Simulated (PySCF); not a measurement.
Structure with atom numbers: `[CH3:1][O:2][C:3](=[O:4])/[CH:5]=[CH:6]\[CH2:7][Cl:8]` (H(Xn): hydrogen on atom n).

Geometry: GFN2-xTB; GIAO shifts from PySCF, gas phase, non-relativistic, averaged over equivalent atoms.

At PBE0/3-21G (90 basis functions, 16 s wall time on 1 thread of an Arm Neoverse N1, shared host):
| atoms | δ (ppm) |
| --- | --- |
| C3 | 151.5 |
| C6 | 133.4 |
| C5 | 112.2 |
| C1 | 48.1 |
| C7 | 40.3 |
| O4 | 384.5 |
| O2 | 152.5 |
| H(C6) | 6.51 |
| H(C5) | 6.04 |
| H(C7) | 5.14 |
| H(C1) | 4.24 |

δ = σ(ref) − σ, references computed at the same level: ¹³C (σ = 209.51 ppm), ¹H (σ = 33.27 ppm) vs TMS; H2O for ¹⁷O (σ = 332.09 ppm).

Predict the values at PBE0/IGLO-II on the same geometry.

Results:


```
atoms  δ at PBE0/IGLO-II  change
   C3              171.9   +20.4
   C6              158.5   +25.1
   C5              125.3   +13.1
   C1               53.5    +5.4
   C7               46.2    +5.9
   O4              421.1   +36.6
   O2              198.4   +45.9
H(C6)               6.78   +0.27
H(C5)               5.96   -0.08
H(C7)               5.21   +0.07
H(C1)               3.82   -0.42
```

Referencing at the same level of theory: ¹³C (189.02 ppm) and ¹H (32.10 ppm) against TMS; ¹⁷O (336.11 ppm) against H2O.

The largest change is at O2 (ester alkoxy oxygen). Cost: 231 basis functions, 57 s wall time on 1 thread of an Arm Neoverse N1, shared host. The order of the carbon signals is the same at both levels.

Carbons that carry Cl, above all several Cl atoms, come out too deshielded, partly because spin–orbit coupling is missing. Unscaled 17O shifts of doubly bonded oxygen tend to come out too high, by tens of ppm or more. Experimental scales use liquid or dissolved standards, which lie at an offset from isolated H2O (liquid H2O: subtract about 36 ppm).
